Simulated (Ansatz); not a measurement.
## Ligand exchange: Sn(CH3)4 + C2H4FI → Sn(CH3)3I + C3H7F

Species: Sn(CH3)4 (tetramethyltin), singlet; C2H4FI `CC(F)I`, singlet; Sn(CH3)3I (iodotrimethylstannane), singlet; C3H7F (2-fluoropropane) `CC(C)F`, singlet. The partners trade CH3 for I: Sn–CH3 and C–I bonds give way to Sn–I and C–CH3.

Shapes, held fixed at every level: PBE0-D4/def2-TZVP. Programs: Ansatz 0.2.0. Electronic energies: no zero-point or thermal term.

```csv
level,kind,ΔE (kJ/mol),less CCSD(T)/def2-TZVPP
PBE-D4/def2-TZVPP,GGA,-160.6,+3.3
B3LYP-D4/def2-TZVPP,global hybrid,-169.8,-5.9
PBE0-D4/def2-TZVPP,global hybrid,-173.4,-9.5
wB97X-V/def2-TZVPP,range-separated hybrid,-174.4,-10.5
B2PLYP/def2-TZVPP,double hybrid,-170.6,-6.7
CCSD/def2-TZVPP,coupled cluster or CI,-169.4,-5.5
CCSD(T)/def2-TZVPP,coupled cluster or CI,-163.9,0.0
```

The highest level, CCSD(T)/def2-TZVPP, gives ΔE = -163.9 kJ/mol; the levels span -174.4 to -160.6. The column of differences is taken from that level and isn't an error. No measured value is set beside it here. For atoms past krypton def2 sets carry core potentials with scalar relativity. Outer-core shells of I, Sn are correlated, in sets that cover them unevenly.
